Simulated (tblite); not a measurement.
Compound: C6H8NS (doublet state).
Atom-mapped SMILES: `[CH2:1]=[CH:2][C:3]([CH:4]=[CH2:5])[C:6]([NH2:7])=[S:8]` (hydrogens: H9, H10 on C1; H11 on C2; H12 on C4; H13, H14 on C5; H15, H16 on N7)

Cartesian coordinates in Å at the GFN2-xTB level; atoms count from 1:
```xyz
16
C6H8NS angstrom
C     -0.957    1.913    0.036
C      0.046    1.067   -0.214
C      0.166   -0.297    0.248
C      1.461   -0.849    0.501
C      2.627   -0.185    0.497
C     -0.971   -1.126    0.420
N     -2.188   -0.747   -0.037
S     -0.888   -2.604    1.227
H     -1.788    1.656    0.672
H     -0.941    2.921   -0.344
H      0.893    1.429   -0.784
H      1.469   -1.906    0.735
H      3.551   -0.698    0.696
H      2.701    0.872    0.308
H     -2.261   -0.009   -0.718
H     -2.928   -1.428    0.014
```

Method: GFN2-xTB as coded in tblite; computed harmonic values from a numerical Hessian at the method's own geometry, unscaled. The method is semi-empirical: single wavenumbers can be off by several per cent or more. One conformer, not necessarily the lowest. Open shells enter through the occupations alone, without spin polarisation, and single modes of such species can be off by tens of per cent.

Harmonic wavenumbers (cm⁻¹): 54.7, 101.3, 129.3, 207.9, 225.6, 292.9, 330.8, 370.1, 422.4, 472.6, 496.0, 511.6, 538.6, 595.9, 671.9, 719.9, 858.7, 864.6, 879.0, 974.6, 993.0, 999.2, 1026.7, 1130.3, 1200.4, 1267.8, 1300.0, 1323.1, 1381.3, 1406.5, 1410.7, 1466.0, 1575.9, 1616.1, 3045.7, 3060.1, 3105.7, 3110.9, 3131.9, 3139.1, 3437.6, 3513.1.

A = 2100, B = 1528, C = 911.5 MHz; mass 126.038 u (most abundant isotopes); point group C1, symmetry number 1; spin multiplicity 2.

**Question.** What is the zero-point energy?

**Answer.** Half the sum of the wavenumbers: 26680 cm⁻¹ = 76.28 kcal/mol.

**Question.** Entropy at 500 K, 1 bar (ideal gas, RRHO, classical rotation)?

**Answer.** Translation 43.00, rotation 30.63, vibration 42.77, spin (R ln 2) 1.38: S = 117.8 cal/(mol K).

**Question.** And Cp and H(500 K) − H(0)?

**Answer.** Cp = 51.03 cal/(mol K), of which vibrations give 43.09 (their classical limit is 42 R = 83.5); H(500 K) − H(0) = 15.30 kcal/mol without the zero-point energy, 11.33 from vibrations.

**Question.** Blend soft modes into free rotors: weight 1/[1 + (100 cm⁻¹/ν̃)⁴] for the oscillator and the rest for a rotor with moment μB/(μ + B), μ = h/(8π²ν), B = 10⁻⁴⁴ kg m². What vibrational entropy results?

**Answer.** 40.43 cal/(mol K) in place of 42.77, which changes −T·S at 500 K by +1.17 kcal/mol.

**Question.** Which modes carry the vibrational entropy at 500 K?

**Answer.** 54.7 cm⁻¹: 5.66; 101.3 cm⁻¹: 4.44; 129.3 cm⁻¹: 3.96; 207.9 cm⁻¹: 3.04; 225.6 cm⁻¹: 2.88; 292.9 cm⁻¹: 2.38 cal/(mol K); the other 36 give 20.39 together.

**Question.** What must be added to the electronic energy to get the Gibbs energy at 500 K and 1 bar?

**Answer.** ZPE + [H(500 K) − H(0)] − T·S = 76.28 + 15.30 − 58.89 = 32.69 kcal/mol.

Hindered rotation and anharmonicity are outside this model. Other conformers, if any are populated, would add a mixing term that is left out. The structure is chiral; the term R ln 2 for an equal mix with its mirror image is left out.

The run took 0.61 s of wall time on one thread of an Arm Neoverse V1, shared host with 32 logical CPUs at a one-minute load of 21. This covers the Hessian and the dipole derivatives.
